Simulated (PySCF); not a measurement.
This PySCF input asks for the NMR shieldings of `CC(=O)[C@@H]1CCOBO1`, C5H9BO3; the geometry comes from PBE0-D3(BJ)/def2-SVP.

```python
import basis_set_exchange as bse
import numpy as np
from pyscf import gto, dft
from pyscf.prop import nmr

atoms = """
C     2.054101   -0.296790   -1.251250
C     1.288739   -0.035547    0.012905
O     1.646643   -0.434821    1.094520
C     0.024983    0.827437   -0.097435
C    -1.031011    0.431712    0.921457
C    -1.708744   -0.851821    0.484749
O    -2.170377   -0.766919   -0.850391
B    -1.563574    0.058752   -1.735344
O    -0.484515    0.830465   -1.413559
H     2.979258   -0.835561   -1.013948
H     2.277134    0.650946   -1.765074
H     1.441419   -0.883365   -1.952257
H     0.374760    1.855537    0.114444
H    -0.546924    0.297700    1.898873
H    -1.774158    1.240260    1.008909
H    -1.011602   -1.703934    0.569343
H    -2.575882   -1.077237    1.123804
H    -1.984462    0.115433   -2.862698
"""
names = dict.fromkeys(["C", "O", "B", "H"], "pcSseg-1")
basis = {el: gto.basis.parse(bse.get_basis(n, elements=[el], fmt="nwchem")) for el, n in names.items()}
mol = gto.M(atom=atoms, basis=basis, charge=0, verbose=0)
mf = dft.RKS(mol, xc="PBE")
mf.grids.level = 2
mf.grids.alignment = dft.numint.BLKSIZE   # the property module wants whole blocks of grid points
mf.conv_tol = 1e-9
mf.kernel()

calc = nmr.RKS(mf)   # GIAO
sigma = calc.kernel()   # uncoupled for a functional without exact exchange
for i, s in enumerate(sigma):   # ppm
    w = np.linalg.eigvalsh((s + s.T) / 2)
    print("%2d %-2s iso %8.1f  s11 %8.1f  s22 %8.1f  s33 %8.1f" % (i, mol.atom_pure_symbol(i), w.mean(), *w))
```

Question: What are the results?

Answer: 
```
 0 C  iso    150.6  s11    128.4  s22    143.2  s33    180.3
 1 C  iso    -34.4  s11   -108.5  s22    -78.6  s33     83.8
 2 O  iso   -325.1  s11   -916.7  s22   -390.6  s33    331.9
 3 C  iso     98.8  s11     83.2  s22     98.5  s33    114.7
 4 C  iso    150.1  s11    140.9  s22    153.2  s33    156.2
 5 C  iso    117.6  s11     96.4  s22    101.0  s33    155.3
 6 O  iso    180.8  s11     45.4  s22    164.2  s33    332.9
 7 B  iso     73.4  s11     55.3  s22     71.8  s33     93.2
 8 O  iso    176.9  s11     42.0  s22    166.3  s33    322.3
 9 H  iso     29.3  s11     26.2  s22     27.6  s33     34.2
10 H  iso     28.6  s11     25.1  s22     28.4  s33     32.3
11 H  iso     28.4  s11     24.2  s22     30.0  s33     31.1
12 H  iso     27.0  s11     23.5  s22     27.0  s33     30.3
13 H  iso     28.6  s11     24.2  s22     27.2  s33     34.3
14 H  iso     29.5  s11     25.7  s22     27.7  s33     35.1
15 H  iso     27.4  s11     24.0  s22     26.6  s33     31.6
16 H  iso     27.3  s11     22.7  s22     26.8  s33     32.5
17 H  iso     26.9  s11     23.8  s22     26.2  s33     30.8
```

These numbers come from an equivalent density-fitted implementation of the same equations, which agrees with the script to about 0.01 ppm for H and up to a few tenths of a ppm for heavy atoms, so last digits may differ.

Question: Turn these shieldings into chemical shifts. Scale: TMS for $^{13}$C (σref 180.03) and $^{1}$H (σref 31.20); H2O for $^{17}$O (σref 334.63); BF3·OEt2 for $^{11}$B (σref 94.77) (reference shieldings calculated alike).

Answer: Averaging equivalent atoms: C 1: 214.5; C 3: 81.2; C 5: 62.5; C 4: 30.0; C 0: 29.4; O 2: 659.8; O 8: 157.8; O 6: 153.8; B 7: 21.3; H 17: 4.25; H 12: 4.23; H 16: 3.85; H 15: 3.80; H 13: 2.63; H 9/10/11: 2.42; H 14: 1.69 ppm. Unscaled 17O shifts of doubly bonded oxygen tend to come out too high, by tens of ppm or more. Experimental scales use liquid or dissolved standards, which lie at an offset from isolated H2O (liquid H2O: subtract about 36 ppm).

Size and cost of the density-fitted run: 198 basis functions, 79 s wall time on 1 thread of an Arm Neoverse N1, shared host; peak memory 0.81 GiB.
